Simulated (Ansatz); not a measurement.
Species: C₄H₄N, SMILES `C1=C[N]C=C1` (charge 0, multiplicity 2).

Give a relaxed geometry from CAM-B3LYP-D3(BJ)/def2-TZVP in Ansatz (a program for electronic structure).

the end point of this relaxation (outside a Z-matrix the atoms follow the SMILES, hydrogens last).
Cartesian coordinates (Å) in one orientation:
```xyz
9

C     -0.809    -0.555    -0.288
C     -0.901     0.832     0.133
N      0.289     1.338     0.460
C      1.154     0.340     0.270
C      0.502    -0.868    -0.201
H     -1.628    -1.182    -0.601
H     -1.800     1.430     0.193
H      2.211     0.471     0.460
H      0.983    -1.806    -0.427
```
